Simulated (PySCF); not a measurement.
Charge on either side of a bond

Species: C4H14SSi3.
Atom-mapped SMILES: `[SiH3:1][SiH2:2][SiH2:3][S:4][CH2:5][CH:6]1[CH2:7][CH2:8]1` (hydrogens: H9, H10, H11 on Si1; H12, H13 on Si2; H14, H15 on Si3; H16, H17 on C5; H18 on C6; H19, H20 on C7; H21, H22 on C8)

Cartesian coordinates in Å at the GFN2-xTB level; atoms count from 1:
```xyz
22
C4H14SSi3 angstrom
Si    -4.845    0.629    0.070
Si    -3.094   -0.846    0.404
Si    -1.009    0.116    0.124
S      0.300   -1.367   -0.719
C      1.731   -0.369   -1.289
C      2.422    0.356   -0.174
C      3.922    0.419   -0.142
C      3.188   -0.429    0.849
H     -4.582    1.912    0.730
H     -5.076    0.931   -1.344
H     -6.120    0.147    0.601
H     -3.161   -1.386    1.773
H     -3.240   -2.033   -0.450
H     -0.951    1.231   -0.828
H     -0.366    0.607    1.345
H      2.394   -1.096   -1.757
H      1.363    0.322   -2.049
H      1.885    1.230    0.176
H      4.467   -0.076   -0.932
H      4.388    1.330    0.201
H      3.222   -1.501    0.730
H      3.150   -0.106    1.879
```

Atomic charges (e) from the PBE0/pcSseg-1 density (PySCF):

```csv
atom,Mulliken,IAO,Hirshfeld,ESP-fitted
Si1,+0.2106,+0.3016,+0.2173,+0.1372
Si2,-0.0373,+0.1463,+0.1564,+0.1999
Si3,+0.3072,+0.3867,+0.2133,+0.1850
S4,-0.2749,-0.1963,-0.1087,-0.2616
C5,-0.2495,-0.3190,-0.0619,-0.5744
C6,-0.3179,-0.1350,-0.0455,+0.0663
C7,-0.1882,-0.2918,-0.0885,-0.3855
C8,-0.1759,-0.2912,-0.0908,-0.2527
H9,-0.0606,-0.0991,-0.0753,-0.0557
H10,-0.0528,-0.0945,-0.0723,-0.0538
H11,-0.0495,-0.0916,-0.0704,-0.0496
H12,-0.0140,-0.0775,-0.0711,-0.0648
H13,-0.0003,-0.0691,-0.0656,-0.0532
H14,-0.0443,-0.1129,-0.0805,-0.0387
H15,-0.0374,-0.1085,-0.0780,-0.0533
H16,+0.1515,+0.1584,+0.0496,+0.3151
H17,+0.1661,+0.1533,+0.0418,+0.2142
H18,+0.1484,+0.1416,+0.0422,+0.1408
H19,+0.1261,+0.1455,+0.0465,+0.1494
H20,+0.1297,+0.1505,+0.0478,+0.1550
H21,+0.1321,+0.1508,+0.0440,+0.1554
H22,+0.1309,+0.1517,+0.0491,+0.1249
```

**Question.** Cut each of the bonds Si1–Si2, Si2–Si3, Si3–S4, S4–C5 and C6–C5 in turn and sum the charges on the side of the atom named first.

**Answer.** In e; the other side holds the opposite charge:

| bond cut | piece | atoms | Mulliken | IAO | Hirshfeld | ESP-fitted |
| --- | --- | --- | --- | --- | --- | --- |
| Si1–Si2 | SiH3 | 4 | +0.048 | +0.016 | -0.001 | -0.022 |
| Si2–Si3 | Si2H5 | 7 | -0.004 | +0.016 | +0.019 | +0.060 |
| Si3–S4 | Si3H7 | 10 | +0.222 | +0.181 | +0.074 | +0.153 |
| S4–C5 | Si3SH7 | 11 | -0.053 | -0.015 | -0.035 | -0.109 |
| C6–C5 | C3H5 | 8 | -0.015 | +0.022 | +0.005 | +0.154 |

Extremes among these pieces. Mulliken: lowest Si3SH7 at S4, highest Si3H7 at Si3; IAO: lowest Si3SH7 at S4, highest Si3H7 at Si3; Hirshfeld: lowest Si3SH7 at S4, highest Si3H7 at Si3; ESP-fitted: lowest Si3SH7 at S4, highest C3H5 at C6.

**Question.** Do the schemes agree better on the pieces than on the single atoms at the cuts?

**Answer.** The spread between schemes averages 0.109 e for the pieces and 0.231 e for the atoms named first; it is smaller for the piece at 5 of the 5 cuts. On average they agree better on the pieces.

Isolated species at its GFN2-xTB geometry (one conformer only).
